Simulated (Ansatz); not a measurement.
A structure relaxed at PBE0-D4/def2-TZVP, charge 0, multiplicity 1:

```tsv
atom	x (Å)	y (Å)	z (Å)
O1	-0.440	0.921	-0.940
C2	-0.260	-0.176	-0.474
Si3	-0.812	-1.800	-1.350
S4	0.553	-0.414	1.103
Si5	0.878	1.686	1.487
H6	-1.749	-2.517	-0.450
H7	0.392	-2.634	-1.584
H8	-1.467	-1.430	-2.625
H9	1.752	2.273	0.447
H10	1.567	1.690	2.800
H11	-0.414	2.401	1.584
```

Problem. Give its formula and SMILES.

Solution. CH6OSSi2, `O=C([SiH3])S[SiH3]`.

Problem. Point group (tolerance 0.08 Å, 0.16 Å for H)?

Solution. Cs.

Problem. Summarise the bond lengths by kind.

Solution. 1 × C–O 1.205 Å; 1 × C–Si 1.926 Å; 1 × C–S 1.790 Å; 6 × H–Si 1.479 to 1.484 Å; 1 × S–Si 2.159 Å.

Results of the Gaussian-basis code of Ansatz.
